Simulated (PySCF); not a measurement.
Species: C6H9ClN2.
Structure used (GFN2-xTB), in Å, numbered top down from 1:
```
atom  x, y, z in Å
C1    -1.627   -1.801    0.092
C2    -0.520   -0.812    0.051
N3     0.749   -1.172    0.145
N4     1.476   -0.059    0.072
C5     2.907   -0.093    0.145
C6     0.676    1.022   -0.069
Cl7    1.327    2.598   -0.184
C8    -0.634    0.589   -0.089
C9    -1.874    1.399   -0.219
H10   -2.304   -1.578    0.915
H11   -1.217   -2.797    0.223
H12   -2.199   -1.766   -0.835
H13    3.348    0.281   -0.781
H14    3.199   -1.129    0.299
H15    3.261    0.519    0.977
H16   -2.501    1.275    0.663
H17   -2.449    1.079   -1.088
H18   -1.626    2.451   -0.329
```

NICS is the negative of the GIAO shielding at a point without a nucleus: at the ring centre (0) and 1 Å above and below it (1); zz is the component along the ring normal. Level: GIAO PBE0/pcSseg-1 (PySCF, non-relativistic, gas phase) on the GFN2-xTB geometry, one conformer.

Ring bond lengths (Å), with Mayer bond orders in brackets: C2–N3 1.323 (1.49), N3–N4 1.331 (1.23), N4–C6 1.353 (1.01), C6–C8 1.380 (1.33), C8–C2 1.412 (1.26).

Q: What do the NICS probes read (ppm)?

A: 
```
          ring                                                 type  NICS(0)  NICS(1), two faces  NICS(1)zz, two faces  rms pucker (Å)  centre to ring atoms, mean (Å)
C2–N3–N4–C6–C8  5-membered ring with 2 N; formal bonds all aromatic    -12.7       -11.1 / -11.1         -26.2 / -26.2            0.00                            1.16
```

Q: What can be read from them?

A: 
- C2–N3–N4–C6–C8: mean NICS(1)zz -26.2 ppm, shielded, aromatic by this magnetic criterion (flat ring, no four-coordinate atom).

Q: How equal are the bonds by HOMA? HOMA = 1 − mean of α(R − Ropt)² over the ring bonds, with Krygowski's 1993 parameters (CC: Ropt 1.388 Å, α 257.7 Å⁻²; CN: Ropt 1.334 Å, α 93.52 Å⁻²; NN: Ropt 1.309 Å, α 130.33 Å⁻²).

A: 
- C2–N3–N4–C6–C8: HOMA 0.94; the largest term is that of C8–C2, α(R − Ropt)² = 0.15. The geometric and the magnetic index point the same way.

Q: At the first NICS(1) probe listed for ring C2–N3–N4–C6–C8, 1 Å off the ring, how large is the induced field along the normal in 11.7 T applied along it?

A: NICSzz × B0 = -26.2 ppm × 11.7 T = -307 μT, against the applied field.

Q: What are the shieldings of the ring atoms and their hydrogens in the same run (means over atoms taken as equivalent)?

A: 
```tsv
atoms	environment	σ isotropic (ppm)
C2	substituted aromatic carbon	37.9
N3	pyridine-type nitrogen	-73.6
N4	pyrrole-type nitrogen	52.4
C6	aromatic C–Cl carbon	53.6
C8	substituted aromatic carbon	69.5
```

Cost: about 1.7 min of CPU time on one thread; the machine was shared, so the figure is rough. This is the whole shielding run at PBE0/pcSseg-1, SCF included.
